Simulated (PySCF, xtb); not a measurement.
BBr₂, SMILES Br[B]Br (connectivity only; charge and spin as stated), charge +1, multiplicity 1.

Harmonic wavenumbers (cm⁻¹) from GFN2-xTB (xtb) at its own minimum, in rising order: 226, 226, 356, 1355.

Question: What does B3LYP-D3(BJ)/def2-TZVP (PySCF 2.14.0) give at its own minimum? (An estimate is asked for; the answer gives what the named calculation found.)

Answer: 277, 277, 331, 1261. Paired by order, the mean absolute difference is 55 cm⁻¹ and the zero-point energies are 3.1 and 3.1 kcal/mol.
